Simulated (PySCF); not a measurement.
Does the structure fit the spectrum?

A compound C₉H₁₄O gives the data below (simulated from a calculation) and was assigned the structure `CC(=O)[C@@H]1C[C@H]2CC[C@@H]1C2`.

$^{13}$C{$^{1}$H} NMR (computed): δ 214.3 (C), 47.5 (CH), 44.8 (CH2, 2C), 38.2 (CH2, 2C), 20.0 (CH), 6.1 (CH2, 2C).

$^{1}$H NMR (500 MHz, computed): δ 2.32 (m, 2H), 2.24 (m, 2H), 2.23 (m, 2H), 1.53 (m, 2H), 0.52 (m, 2H), 0.41 (m, 1H), 0.37 (m, 1H), 0.14 (m, 2H).

- structure optimised with GFN2-xTB
- σ from GIAO-PBE0/pcSseg-1
- run in PySCF 2.14.0 with density-fitted response routines
- non-relativistic, a single conformation, averaged over atoms made equivalent by symmetry, fast rotation or ring inversion, no solvent

Scale: $^{1}$H (σref 31.72) and $^{13}$C (σref 186.93) against TMS (reference shieldings calculated alike).

Task: Compare with the shifts computed for the proposed structure, pairing carbons in order of shift.

Result: Atom-mapped SMILES (the numbers label the heavy atoms): `[CH3:1][C:2](=[O:3])[C@@H:4]1[CH2:5][C@H:6]2[CH2:7][CH2:8][C@@H:9]1[CH2:10]2` (H(Xn): hydrogen on atom n).

| atom | computed for proposal | given list | difference |
| --- | --- | --- | --- |
| C2 | 214.3 | 214.3 | +0.0 |
| C4 | 55.7 | 47.5 | +8.2 |
| C9 | 41.4 | 44.8 | -3.4 |
| C6 | 39.5 | 44.8 | -5.3 |
| C10 | 38.5 | 38.2 | +0.3 |
| C5 | 38.2 | 38.2 | +0.0 |
| C7 | 32.1 | 20.0 | +12.1 |
| C8 | 31.3 | 6.1 | +25.2 |
| C1 | 31.0 | 6.1 | +24.9 |

The rms difference is 13.0 ppm and the largest +25.2 ppm at C8 (sp3 CH2 in a ring). The proposal also would give 9 carbon signals, not 6. The carbon types in order of shift don't match either: C, CH, CH, CH, CH2, CH2, CH2, CH2, CH3 for the proposal against C, CH, CH2, CH2, CH2, CH2, CH, CH2, CH2 in the data. The proposal doesn't fit.

Task: Which isomer fits?

Result: SMILES O=C1CCC(C2CC2)CC1.

1. Carbon types of the structure: 1 × C, 2 × CH, 6 × CH2, which accounts for all hydrogens.
2. δC 214.3: ketone carbonyl carbon; the double bond to the heteroatom, with no lone-pair donor beside it, deshields it most.
3. δC 38.2: sp3 CH2 in a ring; a saturated carbon with 2 carbon neighbours and no heteroatom attached.
4. δH 0.52, 0.37, 0.14: hydrogen on a three-membered-ring carbon; cyclopropane-type protons are shielded by the ring.
5. δH 0.41: hydrogen on an sp3 CH in a ring; far from electronegative atoms and π systems.

The data come from this structure; uniqueness wasn't tested.

Shifts are as computed. Against solution values, carbons near 30 ppm lie about +3 ppm off and those near 130 ppm about +5 ppm. Of 1211 compounds with measured shifts, 218 miss one by over three times the rms of a fit or turn the order of signals round; such compounds aren't used in these exercises. No couplings were computed; multiplicities are counted from neighbouring protons, with m where these are inequivalent, close in shift, in a saturated or five-membered ring or joined by F or P, and br s for small geminal =CH2 splittings.
